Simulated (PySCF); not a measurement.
Mayer bond orders and bond lengths

Species: C2H12B2N2.
Atom-mapped SMILES: `[CH3:1][CH2:2][NH+:3]1[BH2-:4][NH2+:5][BH2-:6]1` (hydrogens: H7, H8, H9 on C1; H10, H11 on C2; H12 on N3; H13, H14 on B4; H15, H16 on N5; H17, H18 on B6)

Structure used (PBE0-D3(BJ)/def2-SVP), in Å, numbered top down from 1:
```
atom  x, y, z in Å
C1     2.4054    0.0341    0.0159
C2     1.1325   -0.4677    0.6659
N3    -0.0202   -0.3914   -0.2329
B4    -1.4583   -0.7874    0.3340
N5    -2.0899    0.6252   -0.0558
B6    -0.6384    1.0419   -0.5704
H7     2.6743   -0.5727   -0.8641
H8     3.2478   -0.0129    0.7214
H9     2.2901    1.0780   -0.3130
H10    0.8901    0.1322    1.5552
H11    1.2509   -1.5093    1.0097
H12    0.1915   -0.9077   -1.0842
H13   -1.9637   -1.7071   -0.2866
H14   -1.4263   -0.9488    1.5417
H15   -2.4440    1.1701    0.7245
H16   -2.8082    0.5924   -0.7730
H17   -0.6241    1.2906   -1.7637
H18   -0.1469    1.9091    0.1323
```

Bond orders from the PBE0/pcSseg-1 density (PySCF). One conformer (not necessarily the lowest) at the PBE0-D3(BJ)/def2-SVP geometry, without solvent, vibrations or thermal averaging.

Where do the orders between heavy atoms depart from those drawn in the SMILES?

The largest departure is 0.294, at N3–B4 (drawn single, 0.706) and B6–N3 (drawn single, 0.709). Drawn single, order below 0.88: N3–B4 (0.706), B4–N5 (0.731), N5–B6 (0.726) and B6–N3 (0.709). The SMILES, with its formal charges, is one Lewis structure only.

Give the Mayer order of every bond, beside its length.

| bond | drawn as | length (Å) | Mayer order |
| --- | --- | --- | --- |
| C1–C2 | single | 1.515 | 1.064 |
| C2–N3 | single | 1.464 | 0.917 |
| N3–B4 | single | 1.596 | 0.706 |
| B4–N5 | single | 1.596 | 0.731 |
| N5–B6 | single | 1.595 | 0.726 |
| B6–N3 | single | 1.597 | 0.709 |
| C1–H7 | single | 1.102 | 0.963 |
| C1–H8 | single | 1.100 | 0.964 |
| C1–H9 | single | 1.100 | 0.954 |
| C2–H10 | single | 1.100 | 0.943 |
| C2–H11 | single | 1.103 | 0.951 |
| N3–H12 | single | 1.018 | 0.917 |
| B4–H13 | single | 1.219 | 0.998 |
| B4–H14 | single | 1.219 | 0.999 |
| N5–H15 | single | 1.015 | 0.942 |
| N5–H16 | single | 1.016 | 0.937 |
| B6–H17 | single | 1.219 | 0.998 |
| B6–H18 | single | 1.220 | 0.998 |

By pair of heavy elements: B–N: lowest N3–B4 and B6–N3 (0.706, 1.596 Å), highest B4–N5 (0.731, 1.596 Å). Bonds named together lie within 0.004.

Sum the orders of all bonds at each heavy atom with more than one neighbour and set the sums beside the valence in the SMILES.

C1 3.945 (drawn 4), C2 3.875 (drawn 4), N3 3.249 (drawn 4), B4 3.434 (drawn 4), N5 3.336 (drawn 4), B6 3.431 (drawn 4). Orders between atoms that aren't bonded are not in these sums.

For a closed shell the Mayer order of atoms A and B is Σ (PS)μν (PS)νμ over the basis functions μ on A and ν on B, with P the density and S the overlap matrix.

The run behind these numbers computed NMR shieldings as well. Hardware: x86-64 server, one thread, no GPU, shared host. Cost: 19 s of wall time.
